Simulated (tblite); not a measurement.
Species: C3H14BNSi2.
Atom-mapped SMILES: `[CH3:1][CH:2]([CH3:3])[SiH2:4][NH:5][BH:6][SiH3:7]` (hydrogens: H8, H9, H10 on C1; H11 on C2; H12, H13, H14 on C3; H15, H16 on Si4; H17 on N5; H18 on B6; H19, H20, H21 on Si7)

Computed with GFN2-xTB (tblite), gas phase: L-BFGS steps from a force-field or distance-geometry start until the largest atomic force falls under 0.01 eV/Å.

Step 179: E = -577.2385 eV
```
atom  x, y, z in Å  |  force x, y, z in eV/Å
C1     -1.3490   -0.8842    0.6984    0.004  -0.003  -0.049
C2     -0.7305   -0.5816   -0.6664    0.009  -0.001  -0.027
C3     -1.6819   -1.0157   -1.7810    0.009   0.008  -0.006
Si4    -0.2439    1.2559   -0.8388   -0.023   0.022   0.000
N5      0.4825    1.8305    0.6486    0.003   0.012   0.017
B6      1.4826    1.3222    1.4841    0.025   0.008   0.009
Si7     2.5249   -0.2911    1.0854    0.012   0.028  -0.008
H8     -2.2658   -0.3131    0.8399    0.010  -0.012   0.005
H9     -0.6548   -0.6299    1.4958   -0.027   0.001   0.028
H10    -1.5924   -1.9429    0.7825   -0.003   0.003  -0.004
H11     0.1818   -1.1810   -0.7606   -0.025  -0.025   0.036
H12    -1.2600   -0.7991   -2.7597    0.015  -0.009   0.002
H13    -2.6320   -0.4911   -1.7013    0.002   0.006   0.007
H14    -1.8794   -2.0858   -1.7228   -0.002   0.019   0.001
H15     0.6828    1.4567   -1.9605    0.001  -0.017   0.025
H16    -1.4297    2.1114   -1.0065    0.008  -0.022   0.010
H17     0.0661    2.6972    0.9610   -0.008  -0.022  -0.017
H18     1.6822    1.9405    2.4730    0.024  -0.012  -0.013
H19     3.8905   -0.2681    1.6395    0.010   0.024   0.026
H20     1.9633   -1.5432    1.6301   -0.016   0.003  -0.017
H21     2.7538   -0.5704   -0.3445   -0.030  -0.014  -0.024
```

Step 180: E = -577.2391 eV
```
atom  x, y, z in Å  |  force x, y, z in eV/Å
C1     -1.3580   -0.8822    0.7011    0.004   0.006  -0.025
C2     -0.7331   -0.5811   -0.6608   -0.005  -0.021  -0.037
C3     -1.6772   -1.0164   -1.7808   -0.001  -0.003  -0.028
Si4    -0.2437    1.2545   -0.8371   -0.008   0.033  -0.005
N5      0.4835    1.8288    0.6501    0.003   0.014   0.008
B6      1.4839    1.3195    1.4845    0.020   0.001   0.002
Si7     2.5277   -0.2897    1.0807    0.026   0.018  -0.005
H8     -2.2763   -0.3126    0.8384    0.006  -0.010  -0.004
H9     -0.6683   -0.6231    1.5013   -0.025  -0.007   0.023
H10    -1.6002   -1.9412    0.7889    0.006   0.013  -0.015
H11     0.1793   -1.1802   -0.7500   -0.013  -0.037   0.038
H12    -1.2480   -0.8000   -2.7566    0.015  -0.008   0.000
H13    -2.6287   -0.4927   -1.7103    0.007   0.010   0.017
H14    -1.8757   -2.0868   -1.7262    0.005   0.028   0.014
H15     0.6815    1.4540   -1.9617   -0.006  -0.023   0.041
H16    -1.4279    2.1101   -1.0071   -0.004  -0.010   0.012
H17     0.0680    2.6957    0.9626   -0.013  -0.015  -0.012
H18     1.6850    1.9331    2.4749    0.019   0.010   0.002
H19     3.8944   -0.2634    1.6336    0.005   0.023   0.019
H20     1.9726   -1.5458    1.6212   -0.023  -0.004  -0.011
H21     2.7522   -0.5634   -0.3502   -0.021  -0.017  -0.034
```

Step 181: E = -577.2398 eV
```
atom  x, y, z in Å  |  force x, y, z in eV/Å
C1     -1.3679   -0.8781    0.7041    0.001   0.014  -0.002
C2     -0.7358   -0.5802   -0.6553   -0.011  -0.032  -0.029
C3     -1.6719   -1.0188   -1.7805   -0.014  -0.007  -0.032
Si4    -0.2429    1.2539   -0.8355    0.000   0.029  -0.002
N5      0.4844    1.8273    0.6521    0.004   0.013   0.008
B6      1.4842    1.3154    1.4857    0.014  -0.009  -0.014
Si7     2.5317   -0.2879    1.0727    0.027  -0.001   0.000
H8     -2.2872   -0.3093    0.8361   -0.006  -0.004  -0.015
H9     -0.6846   -0.6147    1.5089   -0.017  -0.013   0.008
H10    -1.6100   -1.9370    0.7954    0.012   0.015  -0.023
H11     0.1767   -1.1801   -0.7362   -0.006  -0.038   0.032
H12    -1.2352   -0.8047   -2.7532    0.015  -0.006  -0.004
H13    -2.6248   -0.4962   -1.7194    0.017   0.013   0.023
H14    -1.8711   -2.0892   -1.7258    0.011   0.026   0.020
H15     0.6827    1.4501   -1.9600   -0.001  -0.025   0.040
H16    -1.4236    2.1123   -1.0104   -0.015  -0.004   0.015
H17     0.0676    2.6930    0.9654   -0.013  -0.011  -0.004
H18     1.6853    1.9213    2.4797    0.013   0.031   0.014
H19     3.8979   -0.2575    1.6276    0.001   0.018   0.009
H20     1.9825   -1.5506    1.6056   -0.020   0.007  -0.013
H21     2.7531   -0.5519   -0.3606   -0.013  -0.018  -0.033
```

**Question.** Estimate the geometry and energy of step 182. (The exact step hangs on the optimiser's Hessian estimate; all steps are aligned on step 181, rigid shifts and turns removed.)

**Answer.** E = -577.2405 eV, largest force 0.054 eV/Å
```
atom  x, y, z in Å  |  force x, y, z in eV/Å
C1     -1.3777   -0.8749    0.7056   -0.008   0.018   0.022
C2     -0.7386   -0.5794   -0.6509   -0.010  -0.025  -0.012
C3     -1.6668   -1.0218   -1.7811   -0.010  -0.007  -0.028
Si4    -0.2433    1.2545   -0.8324    0.015   0.015  -0.005
N5      0.4859    1.8270    0.6548   -0.001   0.009   0.002
B6      1.4861    1.3122    1.4860    0.003  -0.001  -0.019
Si7     2.5349   -0.2869    1.0656    0.027  -0.012  -0.001
H8     -2.2988   -0.3082    0.8323   -0.016   0.001  -0.024
H9     -0.7016   -0.6080    1.5159   -0.010  -0.018  -0.013
H10    -1.6186   -1.9340    0.7982    0.014   0.013  -0.023
H11     0.1741   -1.1796   -0.7229    0.005  -0.039   0.021
H12    -1.2217   -0.8109   -2.7508    0.008  -0.003  -0.007
H13    -2.6209   -0.5003   -1.7289    0.021   0.021   0.021
H14    -1.8664   -2.0919   -1.7248    0.014   0.019   0.022
H15     0.6847    1.4468   -1.9562   -0.007  -0.025   0.043
H16    -1.4210    2.1155   -1.0090   -0.022   0.000   0.015
H17     0.0690    2.6927    0.9680   -0.009  -0.011   0.007
H18     1.6902    1.9123    2.4821    0.007   0.048   0.024
H19     3.9014   -0.2513    1.6197    0.002   0.012   0.000
H20     1.9910   -1.5532    1.5951   -0.019   0.006  -0.011
H21     2.7494   -0.5436   -0.3699   -0.002  -0.021  -0.032
```

The energy changes by -0.0007 eV. The first-order estimate −F·Δx gives -0.0010 eV and the mean of the old and new forces, exact on a quadratic surface, -0.0007 eV. The step makes an angle of 81° with the force vector and moves no atom by more than 0.020 Å.

The cost below is that of the whole relaxation. Time: 5.7 s wall. Hardware: Intel Xeon at 2.50 GHz, one thread, no GPU, shared host with 64 logical CPUs at a one-minute load of 62.
